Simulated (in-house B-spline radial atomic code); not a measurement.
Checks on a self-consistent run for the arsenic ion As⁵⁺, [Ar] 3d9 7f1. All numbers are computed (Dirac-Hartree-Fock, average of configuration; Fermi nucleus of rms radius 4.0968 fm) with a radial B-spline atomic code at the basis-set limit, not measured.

```tsv
orbital	q	ε (Eh)	<1/r>	<r²>	small-component weight
1s1/2	2	-442.83197	33.4733	0.00278416	0.014274
2s1/2	2	-61.40490	7.44703	0.0480668	0.0028073
2p1/2	2	-55.02376	7.37705	0.037416	0.0027735
2p3/2	4	-53.66582	7.16603	0.0388624	0.0027162
3s1/2	2	-11.69973	2.41675	0.399837	0.00065928
3p1/2	2	-9.47808	2.2976	0.41953	0.00061056
3p3/2	4	-9.27708	2.25049	0.432133	0.00059696
3d3/2	3.6	-5.53017	1.99981	0.484004	0.00048905
3d5/2	5.4	-5.49948	1.98728	0.48932	0.00048492
7f5/2	0.42857	-0.37293	0.127836	137.872	1.0716e-05
7f7/2	0.57143	-0.37296	0.127849	137.852	1.0719e-05
```

Electron-electron repulsion V_ee = 786.8284 hartree.

Problem. What total energy follows from the eigenvalues?

Solution. The eigenvalues count the repulsion twice, so E = Σqε - V_ee = -1462.627 - 786.828 = -2249.456 hartree; the run printed -2249.456.

Problem. Does the Dirac virial theorem hold?

Solution. For a point nucleus E = -2c²Σq·w, with w the small-component weight. Here Σq·w = 0.059892 and c = 137.0360, so the ratio E/(-2c²Σq·w) is 1.000013; the finite nucleus accounts for the departure from 1.

Problem. What diamagnetic shielding (Lamb formula) and susceptibility (Langevin formula) do the radii give?

Solution. σ = (α²/3)Σq<1/r> = 161.748/(3·137.036²) = 2871.1 ppm, and χ = -0.79199×10⁻⁶·Σq<r²> = -115.6×10⁻⁶ cm³/mol with Σq<r²> = 145.94 bohr². Both are non-relativistic formulas without the paramagnetism of open shells.
